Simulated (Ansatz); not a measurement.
Reaction (substitution at a C–N bond): `CNCO` + H₂Se → `OC[SeH]` + CH₃NH₂

Gas-phase electronic energies from Ansatz, PBE0-D4/def2-TZVP geometries. CBS: MP2 limit from def2 TZ/QZ plus the TZ coupled-cluster correction, frozen cores. Functionals use def2-TZVPP. B3LYP here is the variant with VWN-RPA as its local correlation; programs differ in this. HSE06 is defined as in plane-wave codes. For Se outer-core shells are correlated without core-valence functions, which leaves a few kJ/mol of doubt a bond. Scalar relativity is left out up to krypton. One conformer a species, not always the lowest.

| level | ΔE (kcal/mol) |
| --- | --- |
| B3LYP-D4 | 0.8 |
| HSE06-D4 | 1.0 |
| CCSD(T)/def2-SVP | 7.1 |
| HF/def2-TZVPP | 3.4 |

Problem. What does CCSD(T)/CBS give? (Best estimate.)

Solution. The calculation gave: +1.0 kcal/mol. The listed levels differ from it by -0.2, 0.0, 6.1, 2.4 kcal/mol.

Problem. What do rigid-rotor, harmonic-oscillator terms from PBE0-D4/def2-TZVP frequencies (298.15 K, 1 bar) make of the CCSD(T)/CBS value? (Best estimate.)

Solution. Computed: ΔZPE = +1.6 kcal/mol, ΔH = +2.5 kcal/mol, ΔS = 18 J/(mol·K), ΔG = +1.2 kcal/mol.

Largest T1 diagnostic among the species: 0.010.

Leaving LDA and LC-ωPBE aside and taking each functional with its dispersion term where it has one, the values, not all of them listed here, spread over 2.8 kcal/mol, from BLYP-D4 to CAM-B3LYP-D4. LDA lies +3.2 kcal/mol from PBE without D4. At CCSD(T), def2-SVP lies +6.1 kcal/mol from the extrapolated value and def2-TZVPP +0.7 kcal/mol. In def2-TZVPP, CCSD(T) changes the Hartree–Fock value by −1.7 kcal/mol (the triples alone add −0.4 kcal/mol) and MP2 by −2.6 kcal/mol.
